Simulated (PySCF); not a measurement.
Al(Me)(F) (CH3AlF), SMILES [CH3][Al+][F], charge +1. Geometry optimised at ωB97X-D3(BJ)/def2-TZVP. The spin state was assumed, not searched. The isomer is the one that the SMILES or the coordinates give; other isomers of the formula were not compared.

TDDFT-PBE/def2-SVPD (PySCF) puts the lowest singlet excitations at 7.15, 7.30, 7.30, 7.50, 7.50, 7.75 eV.

**Question.** What are the lowest excitation roots from ADC(2)/aug-cc-pVDZ in PySCF? (The exact figures need the calculation; the answer reports its results.)

**Answer.** 7.80, 8.21, 8.21, 8.61, 8.61, 9.18 eV. S1 differs by 0.65 eV (second minus first; roots are paired by order, and the bases may differ).
